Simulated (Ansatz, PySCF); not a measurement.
This Ansatz (a program for electronic structure) input computes a B3LYP/def2-TZVPD energy:

Ansatz 0.2 input:
```yaml
crystal:
  periodic: [false, false, false]
  atoms:
    - {symbol: Si, position_ang: [-0.24911664, -0.34554293, 0.47556201]}
    - {symbol: H, position_ang: [-1.03104073, -1.22405466, -0.56426854]}
    - {symbol: F, position_ang: [0.50207486, 0.67351730, -0.67706661]}
basis:
  gaussian:
    orbitals: def2-TZVPD
hamiltonian:
  xc: {name: B3LYP}
total_charge: -1
magnetization: {spin_polarized: true, initial_magnetization: 1}
output: {forces: true}
```

Task: Write an input for the same energy in PySCF and say what it gives.

Result: 
```python
from pyscf import gto, scf, dft

mol = gto.M(
    atom='''
    Si   -0.24911664   -0.34554293    0.47556201
    H    -1.03104073   -1.22405466   -0.56426854
    F     0.50207486    0.67351730   -0.67706661
    ''',
    basis='def2-tzvpd',
    charge=-1,
    spin=1,
    verbose=4,
)

mf = dft.UKS(mol, xc='b3lyp').density_fit(auxbasis='def2-universal-jkfit')
mf.grids.level = 3
mf.conv_tol = 1e-9
mf.max_cycle = 100
mf.max_memory = 1500
mf.kernel()
if not mf.converged:
    mf = mf.newton()
    mf.kernel(mf.make_rdm1())
for _ in range(2):
    mo, _, stable, _ = mf.stability(return_status=True)
    if stable:
        break
    mf.kernel(mf.make_rdm1(mo, mf.mo_occ))
mf.analyze()
```
It gives -390.03708 Eh, and Ansatz -390.03704 Eh, a difference of 0.04 mEh, from the treatment of integrals and grids.
